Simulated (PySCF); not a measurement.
One of the candidates below gave these computed data.

All candidates are C9H11N.

| technique | computed result |
| --- | --- |
| Rotational structure | rotational constants A, B, C: 1.733, 1.343, 0.809 GHz [GFN2-xTB] |
| Dipole | 1.24 D [PBE0/pcSseg-1] |
| 13C NMR | chemical shifts (computed TMS as zero) by class: 150.0 (1 C), 145.4 (1 C), 142.7 (1 C), 134.2 (1 C), 133.5 (1 C), 132.9 (1 C), 132.7 (1 C), 124.3 (1 C), 51.9 (1 C) ppm [GIAO PBE0/pcSseg-1] |
| 1H NMR | chemical shifts (computed TMS as zero) by class: 7.70 (1 H), 7.55 (1 H), 7.53 (1 H), 7.51 (1 H), 7.36 (1 H), 5.97 (1 H), 5.68 (1 H), 3.99 (2 H), 0.93 (2 H) ppm [GIAO PBE0/pcSseg-1] |
| NMR, other nuclei | isotropic shieldings of nuclei other than C and H, by class: 216 (1 N) ppm [GIAO PBE0/pcSseg-1] |

Gas-phase values; electronic properties from PySCF, density fitting. Levels stand in brackets. The structure is a single GFN2-xTB conformer in the gas phase; no vibrational or solvent corrections. NMR values are class means; diastereotopic atoms form classes of their own.

Question: Which candidate is it?
A. `C=Cc1cccc(NC)c1`
B. `C=Cc1ccccc1CN`
C. `C#C[C@H](C)c1cccn1C`

Answer: B. It is `C=Cc1ccccc1CN`. Numbering: `[CH2:1]=[CH:2][c:3]1[cH:4][cH:5][cH:6][cH:7][c:8]1[CH2:9][NH2:10]`. Its formula, C9H11N, gives 5 degrees of unsaturation: 1 ring and 4 π bonds in the structure found (Kekulé form). 9 carbons fall into 9 classes; from least to most shielded: substituted aromatic carbon [C8] (150.0 ppm), alkene CH carbon [C2] (145.4 ppm), substituted aromatic carbon [C3] (142.7 ppm), aromatic CH carbon [C6] (134.2 ppm), aromatic CH carbon [C4] (133.5 ppm), aromatic CH carbon [C7] (132.9 ppm), aromatic CH carbon [C5] (132.7 ppm), terminal =CH2 carbon [C1] (124.3 ppm), chain sp3 carbon bound to nitrogen [C9] (51.9 ppm). Hydrogen classes from least to most shielded: 1 H on an aromatic CH carbon, C4 (7.70 ppm), 1 H on an aromatic CH carbon, C5 (7.55 ppm), 1 H on an aromatic CH carbon, C6 (7.53 ppm), 1 H on an alkene CH carbon, C2 (7.51 ppm), 1 H on an aromatic CH carbon, C7 (7.36 ppm), 1 H on a terminal =CH2 carbon, C1 (5.97 ppm), 1 H on a terminal =CH2 carbon, C1 (5.68 ppm), 2 H on an sp3 carbon bound to nitrogen, C9 (3.99 ppm, a mean of values up to 0.7 ppm apart in this geometry), 2 H on a primary amine nitrogen, N10 (0.93 ppm, a mean of values up to 1.0 ppm apart in this geometry). The other shieldings belong to: 216 ppm, primary amine nitrogen [N10]. The optimised geometry has point group C1 and is an asymmetric top.

The others, at the same levels:
- `C#C[C@H](C)c1cccn1C` fails: its computed 13C shifts are 134.6 (1 C), 125.2 (1 C), 112.3 (1 C), 110.3 (1 C), 91.5 (1 C), 75.5 (1 C), 34.7 (1 C), 25.7 (1 C), 20.9 (1 C) ppm, 1H shifts are 6.51 (1 H), 6.26 (1 H), 6.18 (1 H), 3.88 (3 H), 3.61 (1 H), 1.69 (3 H), 1.59 (1 H) ppm and rotational constant A is 2.047 GHz (against 1.733 GHz).
- `C=Cc1cccc(NC)c1` fails: its computed 13C shifts are 154.3 (1 C), 146.4 (1 C), 143.5 (1 C), 134.8 (1 C), 119.0 (1 C), 118.4 (1 C), 116.5 (1 C), 114.1 (1 C), 32.1 (1 C) ppm, 1H shifts are 7.40 (1 H), 7.32 (1 H), 6.85 (1 H), 6.57 (1 H), 6.35 (1 H), 6.12 (1 H), 5.54 (1 H), 3.10 (1 H), 2.95 (3 H) ppm and rotational constant A is 2.456 GHz (against 1.733 GHz).

Each candidate is one conformer, not necessarily the lowest. Dipoles, sizes and rotational constants follow the conformer. The torsions of the flexible species, by atom-mapped SMILES:
- `[CH2:1]=[CH:2][c:3]1[cH:4][cH:5][cH:6][cH:7][c:8]1[CH2:9][NH2:10]`: C1–C2–C3–C4 -37°, C7–C8–C9–N10 110°, H–N10–C9–C8 60°, H–N10–C9–C8 -58°
- `[CH:1]#[C:2][C@H:3]([CH3:4])[c:5]1[cH:6][cH:7][cH:8][n:9]1[CH3:10]`: C2–C3–C5–C6 109°
- `[CH2:1]=[CH:2][c:3]1[cH:4][cH:5][cH:6][c:7]([NH:8][CH3:9])[cH:10]1`: C1–C2–C3–C4 15°, C6–C7–N8–C9 -164°
